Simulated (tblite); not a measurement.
Compound: C5H12OSi.
SMILES with atom numbers: `[CH3:1][O:2][SiH:3]1[CH2:4][CH2:5][CH2:6][CH2:7]1` (hydrogens: H8, H9, H10 on C1; H11 on Si3; H12, H13 on C4; H14, H15 on C5; H16, H17 on C6; H18, H19 on C7)

Cartesian coordinates in Å at the GFN2-xTB level; atoms count from 1:
```
atom  x, y, z in Å
C1     3.084    0.155    0.140
O2     1.796    0.693    0.120
Si3    0.522    0.194   -0.760
C4    -0.898    1.382   -0.365
C5    -2.098    0.453   -0.189
C6    -1.634   -0.786    0.572
C7    -0.405   -1.357   -0.145
H8     3.701    0.783    0.783
H9     3.075   -0.864    0.533
H10    3.511    0.136   -0.865
H11    0.877    0.075   -2.181
H12   -1.094    2.122   -1.136
H13   -0.709    1.925    0.561
H14   -2.919    0.948    0.334
H15   -2.462    0.149   -1.173
H16   -2.435   -1.524    0.646
H17   -1.355   -0.491    1.586
H18    0.164   -2.003    0.524
H19   -0.733   -1.978   -0.979
```

Computed values, GFN2-xTB/tblite, gas phase, harmonic and unscaled. The method is semi-empirical: single wavenumbers can be off by several per cent or more. Modes of hydrogen on silicon can be 10 to 20 % off. One conformer, not necessarily the lowest.

Harmonic wavenumbers (cm⁻¹): 62.4, 81.3, 94.9, 149.7, 235.2, 258.6, 268.5, 399.0, 502.7, 609.8, 655.6, 706.1, 729.7, 746.9, 789.2, 837.8, 899.9, 929.6, 960.2, 1032.1, 1056.6, 1111.3, 1127.8, 1130.7, 1132.6, 1151.7, 1206.0, 1216.8, 1274.0, 1283.1, 1327.9, 1341.0, 1414.1, 1479.5, 1480.1, 1485.0, 1487.7, 1498.8, 1508.5, 2204.4, 2950.9, 2956.5, 2960.6, 2963.7, 2976.0, 2979.2, 2986.6, 2992.6, 2995.2, 3000.1, 3022.4.

A = 4414, B = 1405, C = 1220 MHz; mass 116.066 u (most abundant isotopes); point group C1, symmetry number 1.

Zero-point energy?

½Σν̃ = 35325 cm⁻¹ = 422.58 kJ/mol.

What is S at 500 K and 1 bar for an ideal gas of classical rigid rotors and harmonic oscillators?

Translation 178.89, rotation 124.20, vibration 177.72: S = 480.8 J/(mol K).

And Cp and H(500 K) − H(0)?

Cp = 221.70 J/(mol K), of which vibrations give 188.45 (their classical limit is 51 R = 424.0); H(500 K) − H(0) = 63.07 kJ/mol without the zero-point energy, 46.44 from vibrations.

Which modes carry the vibrational entropy at 500 K?

62.4 cm⁻¹: 22.60; 81.3 cm⁻¹: 20.41; 94.9 cm⁻¹: 19.13; 149.7 cm⁻¹: 15.38; 235.2 cm⁻¹: 11.72; 258.6 cm⁻¹: 10.96 J/(mol K); the other 45 give 77.52 together.

How do the functions run with temperature in this model?

| T (K) | S (J/(mol K)) | Cp (J/(mol K)) | H − H(0) (kJ/mol) | G − H(0) (kJ/mol) | ln q(vib) |
| --- | --- | --- | --- | --- | --- |
| 50 | 236.8 | 52.7 | 2.03 | -9.81 | 0.37 |
| 100 | 279.6 | 71.9 | 5.17 | -22.79 | 1.40 |
| 298.15 | 387.6 | 142.7 | 25.98 | -89.58 | 5.75 |
| 373.15 | 423.0 | 174.1 | 37.87 | -119.98 | 7.39 |
| 750 | 584.6 | 290.0 | 127.65 | -310.82 | 15.77 |
| 1000 | 674.7 | 335.2 | 206.16 | -468.50 | 21.12 |

q(vib) and H(0) count from the zero-point level.

What must be added to the electronic energy to get the Gibbs energy at 500 K and 1 bar?

ZPE + [H(500 K) − H(0)] − T·S = 422.58 + 63.07 − 240.41 = 245.24 kJ/mol.

Hindered rotation and anharmonicity are outside this model. Other conformers, if any are populated, would add a mixing term that is left out. The structure is chiral; the term R ln 2 for an equal mix with its mirror image is left out.

Hardware: Arm Neoverse V2, one thread, shared host with 96 logical CPUs at a one-minute load of 64. Cost: 0.58 s wall. The figure is for the frequency step alone.
